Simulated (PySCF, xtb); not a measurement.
OPb, SMILES [O]=[Pb] (connectivity only; charge and spin as stated), neutral, multiplicity 1.

xtb with GFN2-xTB at its own geometry gives an orbital gap of 3.12 eV and a dipole moment of 6.92 D.

Geometry: PBE0-D3(BJ)/def2-TZVP. The def2 effective core potentials stand for the cores of Pb; spin–orbit coupling is left out.

### Question
What does M06-2X/def2-TZVPD in PySCF give? (The exact figures need the calculation; the answer reports its results.)

### Answer
gap 7.08 eV (levels -8.55 and -1.47 eV), dipole 5.36 D.
